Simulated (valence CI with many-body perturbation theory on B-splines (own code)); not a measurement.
Tl LXVII: E2, M1 decay

Method: valence CI with perturbative core correlation (CI+MBPT): five valence electrons over a frozen Dirac-Fock core [Ne], a basis of 9 s, 9 p, 8 d, 6 f, 3 g, 1 h functions for each j, with the one-electron correlation potential Σ1, the two-electron term Σ2, the three-electron term Σ3, Breit, model QED; selected CI, second order for the rest (own B-spline code, finite nucleus).

No measured spectrum was set against this ion. As an estimate, large intervals hold to a few tenths of a per cent, small ones and those within an open d or f shell to about a per cent. Among the levels kept, up to 620 cm⁻¹ of a level comes from second order outside the variational space, and about a tenth of that is noise between levels of different J, which matters for small intervals.

Lines 1 to 14 of 14 in falling wavelength, among levels below 91.814 Ry, chosen from the decays that carry over 1 % of a level's rate. Wavelengths and rates use the calculated energies. Electric multipoles are in the length gauge, E1 and E2 with the static RPA response of the core. Weak lines are less certain than strong ones. Lines between different terms over intervals too small for the method are left out, as are lines whose strength nearly cancels.

Levels are named by their leading jj configuration (3d3/2^4 stands for four electrons in 3d with j = 3/2), which in mixed levels can hold well under half, so a name can repeat and another be missing. Letters in brackets count levels of one name in rising energy.

| λ vac (nm) | Upper | Lower | Type | A (s⁻¹) | Branch % |
| --- | --- | --- | --- | --- | --- |
| 9.952 | (3s^2 3p1/2 3p3/2 3d5/2) J=9/2 | (3s^2 3p1/2 3p3/2 3d3/2) J=7/2 | M1 | 1.12e+07 | 35.0 |
| 2.403 | (3s^2 3p1/2 3p3/2 3d5/2) J=7/2 [a] | (3s^2 3p1/2^2 3d5/2) J=5/2 | M1 | 8.36e+08 | 34.6 |
| 2.338 | (3s^2 3p1/2 3p3/2 3d5/2) J=9/2 | (3s^2 3p1/2^2 3d5/2) J=5/2 | E2 | 2.07e+07 | 64.8 |
| 2.334 | (3s^2 3p1/2 3p3/2 3d3/2) J=5/2 [a] | (3s^2 3p1/2^2 3d3/2) J=3/2 | M1 | 4.55e+08 | 3.8 |
| 2.320 | (3s^2 3p1/2 3p3/2^2) J=3/2 | (3s^2 3p1/2^2 3p3/2) J=3/2 | M1 | 1.43e+09 | 98.9 |
| 2.317 | (3s^2 3p1/2 3p3/2 3d3/2) J=1/2 [a] | (3s^2 3p1/2^2 3d3/2) J=3/2 | M1 | 9.18e+08 | 6.2 |
| 2.310 | (3s^2 3p3/2^3) J=3/2 | (3s^2 3p1/2 3p3/2^2) J=1/2 | M1 | 3.57e+08 | 2.0 |
| 2.276 | (3s^2 3p1/2 3p3/2 3d3/2) J=7/2 | (3s^2 3p1/2^2 3d3/2) J=3/2 | E2 | 2.52e+07 | 1.1 |
| 2.265 | (3s^2 3p1/2 3p3/2^2) J=5/2 | (3s^2 3p1/2^2 3p3/2) J=3/2 | M1 | 2.43e+08 | 32.5 |
| 2.265 | (3s^2 3p1/2 3p3/2^2) J=5/2 | (3s^2 3p1/2^2 3p3/2) J=3/2 | E2 | 4.36e+07 | 5.8 |
| 2.238 | (3s^2 3p3/2^3) J=3/2 | (3s^2 3p1/2 3p3/2^2) J=5/2 | M1 | 3.89e+08 | 2.2 |
| 2.195 | (3s^2 3p1/2 3p3/2^2) J=1/2 | (3s^2 3p1/2^2 3p3/2) J=3/2 | M1 | 7.94e+08 | 94.2 |
| 2.195 | (3s^2 3p1/2 3p3/2^2) J=1/2 | (3s^2 3p1/2^2 3p3/2) J=3/2 | E2 | 3.62e+07 | 4.3 |
| 2.187 | (3s^2 3p3/2^3) J=3/2 | (3s^2 3p1/2 3p3/2^2) J=3/2 | M1 | 1.58e+09 | 9.0 |
